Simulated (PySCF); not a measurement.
**Assignment exercise: C₈H₉F**

Molfile (atoms numbered from 1):
```
C8H9F
     RDKit          3D

 18 18  0  0  0  0  0  0  0  0999 V2000
   -2.4219    0.3028   -0.6055 C   0  0  0  0  0  0  0  0  0  0  0  0
   -1.6271   -0.4097    0.4844 C   0  0  1  0  0  0  0  0  0  0  0  0
   -1.9327   -1.7599    0.4381 F   0  0  0  0  0  0  0  0  0  0  0  0
   -0.1455   -0.2054    0.3015 C   0  0  0  0  0  0  0  0  0  0  0  0
    0.4835    0.8799    0.8973 C   0  0  0  0  0  0  0  0  0  0  0  0
    1.8345    1.0982    0.6964 C   0  0  0  0  0  0  0  0  0  0  0  0
    2.5686    0.2304   -0.0949 C   0  0  0  0  0  0  0  0  0  0  0  0
    1.9464   -0.8549   -0.6867 C   0  0  0  0  0  0  0  0  0  0  0  0
    0.5932   -1.0699   -0.4942 C   0  0  0  0  0  0  0  0  0  0  0  0
   -3.4835    0.0992   -0.4866 H   0  0  0  0  0  0  0  0  0  0  0  0
   -2.1026   -0.0502   -1.5834 H   0  0  0  0  0  0  0  0  0  0  0  0
   -2.2505    1.3733   -0.5401 H   0  0  0  0  0  0  0  0  0  0  0  0
   -1.9455   -0.0697    1.4792 H   0  0  0  0  0  0  0  0  0  0  0  0
   -0.0873    1.5538    1.5205 H   0  0  0  0  0  0  0  0  0  0  0  0
    2.3165    1.9451    1.1622 H   0  0  0  0  0  0  0  0  0  0  0  0
    3.6246    0.3977   -0.2468 H   0  0  0  0  0  0  0  0  0  0  0  0
    2.5150   -1.5366   -1.3018 H   0  0  0  0  0  0  0  0  0  0  0  0
    0.1055   -1.9179   -0.9513 H   0  0  0  0  0  0  0  0  0  0  0  0
  1  2  1  0
  2  3  1  0
  2  4  1  0
  4  5  2  0
  5  6  1  0
  6  7  2  0
  7  8  1  0
  8  9  2  0
  9  4  1  0
  1 10  1  0
  1 11  1  0
  1 12  1  0
  2 13  1  1
  5 14  1  0
  6 15  1  0
  7 16  1  0
  8 17  1  0
  9 18  1  0
M  END
```

Theory: NMR shieldings at PBE0/pcSseg-1/GIAO, geometry: GFN2-xTB, in PySCF (no relativistic terms, averaged over atoms made equivalent by symmetry, fast rotation or ring inversion, no solvent model, one computed conformer).

Shifts are taken against calculated references (same method and geometry level): TMS for 13C, 1H.

**Question.** Assign these signals to the numbered atoms. 13C{1H} NMR (computed): δ 150.4, 134.0, 133.0, 129.7, 95.4, 29.5.

**Answer.** 
| δ (ppm) | atoms | environment | reason |
| --- | --- | --- | --- |
| 150.4 | C4 | substituted aromatic carbon | – |
| 134.0 | C6/C8 | aromatic CH | the aromatic region |
| 133.0 | C7 | aromatic CH | – |
| 129.7 | C5/C9 | aromatic CH | – |
| 95.4 | C2 | sp3 CH bonded to F, on an aromatic ring | deshielded by the electronegative neighbour |
| 29.5 | C1 | methyl carbon | a saturated carbon with 1 carbon neighbour and no heteroatom attached |

C6/C8 and C7 lie closer than the usual error of such a calculation, so a measured spectrum could show them in the other order.

**Question.** Assign these signals to the numbered atoms. 1H NMR (500 MHz, computed): δ 7.69 (m, 2H), 7.64 (m, 2H), 7.59 (m, 1H), 5.82 (m, 1H), 1.50 (m, 3H).

**Answer.** 
| δ (ppm) | atoms | environment | reason |
| --- | --- | --- | --- |
| 7.69 | H15/H17 | hydrogen on an aromatic CH | the ring current deshields protons in the ring plane |
| 7.64 | H14/H18 | hydrogen on an aromatic CH | – |
| 7.59 | H16 | hydrogen on an aromatic CH | – |
| 5.82 | H13 | hydrogen on an sp3 CH bonded to F, on an aromatic ring | its carbon carries F, an electronegative neighbour |
| 1.50 | H10/H11/H12 | hydrogen on a methyl carbon | – |

H15/H17 and H14/H18; H14/H18 and H16 lie closer than the usual error of such a calculation, so a measured spectrum could show them in the other order.

Splittings by 19F in the carbon and heteronuclear signals aren't shown, as no couplings were computed. Shifts are as computed. Against solution values, carbons near 30 ppm lie about +3 ppm off and those near 130 ppm about +5 ppm. Of 1211 compounds with measured shifts, 218 miss one by over three times the rms of a fit or turn the order of signals round; such compounds aren't used in these exercises. No couplings were computed; multiplicities are counted from neighbouring protons, with m where these are inequivalent, close in shift, in a saturated or five-membered ring or joined by F or P, and br s for small geminal =CH2 splittings.
